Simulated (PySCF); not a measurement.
Correlation energy of Br⁺ (bromine, charge +1)

[Ar] 3d10 4s2 4p4, high-spin 3P determinant. Computed with PySCF 2.14 in def2-TZVP (6s5p4d1f, 48 functions), with the non-relativistic Hamiltonian (point nucleus). Frozen: [Ar] 3d10; 6 electrons correlated.

MP2 pair energies summed by pair of shells (mhartree):

| pair | energy | share (%) |
| --- | --- | --- |
| 4s-4p | -48.42 | 46.4 |
| 4p-4p | -47.65 | 45.7 |
| 4s-4s | -8.29 | 7.9 |

Total MP2 correlation energy: -104.36 mhartree.

Same-spin part -23.42 and opposite-spin part -80.94 mhartree; SCS-MP2 scales them by 1/3 and 6/5 to -104.93 mhartree.

| level | correlation energy (mhartree) |
| --- | --- |
| CCSD | -123.97 |
| (T) | -3.33 |
| CCSD(T) | -127.30 |

Diagnostics: T1 = 0.0074, D1 = 0.0234, largest double amplitude 0.046.

Cost of the coupled-cluster step: 0.99 s of wall time on 1 thread of Neoverse-N1 (shared host), for 6 correlated electrons.

Iterations:

```
CC2 = 0
CCSD nocc = (np.int64(4), np.int64(2)), nmo = (34, 34)
frozen orbitals [[0, 1, 2, 3, 4, 5, 6, 7, 8, 9, 10, 11, 12, 13], [0, 1, 2, 3, 4, 5, 6, 7, 8, 9, 10, 11, 12, 13]]
max_cycle = 100
direct = 0
conv_tol = 1e-08
conv_tol_normt = 1e-06
diis_space = 8
diis_start_cycle = 0
Init t2, MP2 energy = -0.104362683885649
Init E_corr(UCCSD) = -0.104362683886905
cycle = 1  E_corr(UCCSD) = -0.119516754347962  dE = -0.0151540705  norm(t1,t2) = 0.0381916
cycle = 2  E_corr(UCCSD) = -0.122676931188155  dE = -0.00316017684  norm(t1,t2) = 0.0118152
cycle = 3  E_corr(UCCSD) = -0.124011104796236  dE = -0.00133417361  norm(t1,t2) = 0.00448592
cycle = 4  E_corr(UCCSD) = -0.123968454918947  dE = 4.26498773e-05  norm(t1,t2) = 0.000523402
cycle = 5  E_corr(UCCSD) = -0.123969483731953  dE = -1.02881301e-06  norm(t1,t2) = 8.00058e-05
cycle = 6  E_corr(UCCSD) = -0.123969483119569  dE = 6.12383519e-10  norm(t1,t2) = 1.73091e-05
cycle = 7  E_corr(UCCSD) = -0.123969663908421  dE = -1.80788852e-07  norm(t1,t2) = 3.83956e-06
cycle = 8  E_corr(UCCSD) = -0.123969584753575  dE = 7.91548457e-08  norm(t1,t2) = 8.29032e-07
cycle = 9  E_corr(UCCSD) = -0.123969595529889  dE = -1.0776314e-08  norm(t1,t2) = 1.33273e-07
cycle = 10  E_corr(UCCSD) = -0.123969595206081  dE = 3.23807758e-10  norm(t1,t2) = 2.32177e-08
UCCSD converged
E(UCCSD) = -2572.12659373228  E_corr = -0.1239695952060815
UCCSD(T) correction = -0.0033273644473965
```
